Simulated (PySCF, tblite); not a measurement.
Species: C7H9FO.
Numbering: `[CH2:1]=[C:2]1[C:3](=[CH2:4])[C@H:5]([F:6])[C@@H:7]1[O:8][CH3:9]` (hydrogens: H10, H11 on C1; H12, H13 on C4; H14 on C5; H15 on C7; H16, H17, H18 on C9)

Computed geometry: GFN2-xTB, gas phase.

Problem. List the bond lengths, angles and torsions at this level.

Solution. 
```json
{"bond": "C1=C2", "length (bohr)": "2.499"}
{"bond": "C2–C3", "length (bohr)": "2.765"}
{"bond": "C3=C4", "length (bohr)": "2.500"}
{"bond": "C3–C5", "length (bohr)": "2.860"}
{"bond": "C5–F6", "length (bohr)": "2.593"}
{"bond": "C5–C7", "length (bohr)": "2.960"}
{"bond": "C7–O8", "length (bohr)": "2.634"}
{"bond": "O8–C9", "length (bohr)": "2.662"}
{"bond": "C2–C7", "length (bohr)": "2.869"}
{"bond": "C1–H10", "length (bohr)": "2.034"}
{"bond": "C1–H11", "length (bohr)": "2.033"}
{"bond": "C4–H12", "length (bohr)": "2.034"}
{"bond": "C4–H13", "length (bohr)": "2.035"}
{"bond": "C5–H14", "length (bohr)": "2.071"}
{"bond": "C7–H15", "length (bohr)": "2.085"}
{"bond": "C9–H16, C9–H17", "length (bohr)": "2.062"}
{"bond": "C9–H18", "length (bohr)": "2.075"}
```

Bonds in one row agree within 0.02 bohr and their mean is given. A selection of angles:
```json
{"angle": "C2–C1–H10", "degrees": "121.4"}
{"angle": "C2–C1–H11", "degrees": "121.2"}
{"angle": "H10–C1–H11", "degrees": "117.4"}
{"angle": "C1–C2–C3", "degrees": "135.3"}
{"angle": "C1–C2–C7", "degrees": "132.6"}
{"angle": "C3–C2–C7", "degrees": "92.1"}
{"angle": "C2–C3–C4", "degrees": "135.6"}
{"angle": "C2–C3–C5", "degrees": "91.8"}
{"angle": "C4–C3–C5", "degrees": "132.5"}
{"angle": "C3–C4–H12", "degrees": "121.4"}
{"angle": "C3–C4–H13", "degrees": "121.3"}
{"angle": "H12–C4–H13", "degrees": "117.3"}
{"angle": "C3–C5–F6", "degrees": "115.1"}
{"angle": "C3–C5–C7", "degrees": "88.3"}
{"angle": "C3–C5–H14", "degrees": "115.9"}
{"angle": "F6–C5–C7", "degrees": "115.6"}
{"angle": "F6–C5–H14", "degrees": "106.6"}
{"angle": "C7–C5–H14", "degrees": "115.0"}
{"angle": "C5–C7–O8", "degrees": "117.7"}
{"angle": "C5–C7–H15", "degrees": "111.8"}
{"angle": "O8–C7–H15", "degrees": "110.8"}
{"angle": "C2–C7–C5", "degrees": "87.7"}
{"angle": "C2–C7–O8", "degrees": "112.9"}
{"angle": "C2–C7–H15", "degrees": "114.2"}
{"angle": "C7–O8–C9", "degrees": "114.0"}
{"angle": "O8–C9–H16", "degrees": "111.7"}
{"angle": "O8–C9–H17", "degrees": "106.0"}
{"angle": "H16–C9–H17", "degrees": "109.4"}
```

Dihedral angles: C1–C2–C3–C4 -3° (synperiplanar); C2–C3–C5–F6 119° (anticlinal); C3–C5–C7–O8 113° (anticlinal); C5–C7–O8–C9 78° (synclinal); C1–C2–C7–C5 180° (antiperiplanar).

Of the pairs four or more bonds apart, F6···H16 is among the closest relative to their van der Waals radii: 2.54 Å, 95 % of the sum of Bondi's values. The 4-membered ring C2–C3–C5–C7 has internal angles of 87.7° to 92.1° (sum 360°, against 360° for a flat polygon); it is planar, 0.01 Å rms from its mean plane, widest ring torsion 2°. The C–C distances run from 1.322 Å (C1=C2, drawn double) to 1.567 Å (C5–C7, drawn single), a spread of 0.245 Å. O8 (ether oxygen) is bent (angle 114.0°).

Point group: C1 (no symmetry element, even within 0.4 Å). Its GFN2-xTB frequencies are all real (lowest 39 cm⁻¹). One conformer, not necessarily the lowest.
